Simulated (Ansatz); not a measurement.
**Cost against result**

Saddle point of BH7O4, singlet (BH₃O₂ ([OH][BH][OH]) + H₂O + H₂O → BH₃O₃ ([OH][B]([OH])[OH]) + H₂O + H₂; bonds formed: B1–O6, H2–H7, H5–O8; bonds broken: B1–H2, H5–O6, H7–O8), PBE0-D4/def2-TZVP structure:

| atom | x (Å) | y (Å) | z (Å) |
| --- | --- | --- | --- |
| B1 | -0.6241 | 0.1985 | -0.4314 |
| H2 | 0.6483 | -0.0710 | -0.9525 |
| O3 | -1.4792 | -0.8595 | -0.7718 |
| O4 | -0.9858 | 1.4523 | -0.9502 |
| H5 | 0.8052 | -0.4441 | 1.1812 |
| O6 | -0.3566 | 0.1615 | 1.0581 |
| H7 | 1.3056 | -0.4973 | -0.2489 |
| O8 | 1.7488 | -0.8709 | 0.7743 |
| H9 | -2.0036 | -0.6369 | -1.5428 |
| H10 | -0.4562 | 2.1709 | -0.6041 |
| H11 | -1.1005 | -0.2872 | 1.4725 |
| H12 | 2.4980 | -0.3162 | 1.0155 |

Barriers are electronic and count from the start structure reached by relaxing down the imaginary mode.

Ansatz 0.2.0; basis: as named in each row; cores frozen in the correlated methods. B3LYP uses VWN-RPA correlation. Extrapolation: Hartree–Fock as exp(−7.88 √X), correlation as X^−2.97.

Times are rough, for one single point on 8 threads of a shared host (AMD EPYC 7R13).

The estimate by CCSD(T) at an estimated basis limit (MP2 extrapolated from triple and quadruple zeta, plus CCSD(T) − MP2 in triple zeta) is 1.362 eV.

```csv
method,basis,time (s),barrier (eV),method less estimate
HF,STO-3G,under 1,1.151,-0.211
PBE-D4,STO-3G,under 1,-0.719,-2.081
SPW92,def2-SVP,under 1,0.003,-1.359
B3LYP-D4,6-31G,under 1,0.985,-0.377
PBE-D4,def2-SVP,under 1,0.614,-0.748
PBE0-D4,def2-SVP,under 1,0.821,-0.541
SPW92,def2-TZVPP,1,0.326,-1.036
PBE-D4,def2-TZVPP,1,0.903,-0.459
BLYP-D4,def2-TZVPP,1,1.171,-0.191
r2SCAN-D4,def2-TZVPP,2,0.964,-0.398
B3LYP-D4,def2-TZVPP,2,1.261,-0.101
BHLYP-D4,def2-TZVPP,2,1.460,0.098
PBE0-D4,def2-TZVPP,2,1.055,-0.307
CAM-B3LYP-D4,def2-TZVPP,2,1.236,-0.126
wB97M-V,def2-SVP,2,0.984,-0.378
r2SCAN0-D4,def2-TZVPP,3,1.090,-0.272
B2PLYP,def2-TZVPP,3,1.314,-0.048
RPA on PBE,def2-TZVPP,3,1.325,-0.036
PBE-QIDH,def2-TZVPP,3,1.178,-0.184
wB97X-V,def2-TZVPP,4,1.265,-0.097
wB97M-V,def2-TZVPP,4,1.273,-0.089
CCSD(T),def2-SVP,4,1.287,-0.075
B97M-V,def2-TZVPP,4,1.194,-0.168
MP2,def2-QZVPP,13,1.277,-0.085
CCSD(T),def2-TZVPP,91,1.323,-0.039
```

All methods are single points on the PBE0-D4 structures; a negative value means that the method puts the saddle structure below the start.

The T1 diagnostic stays at or below 0.012.

The step is the kind of ligand exchange by which a precursor binds to a hydroxyl group, or is hydrolysed, in atomic layer deposition of oxides.

Labels in which every atom is bracketed show which atoms are joined, not bond orders.
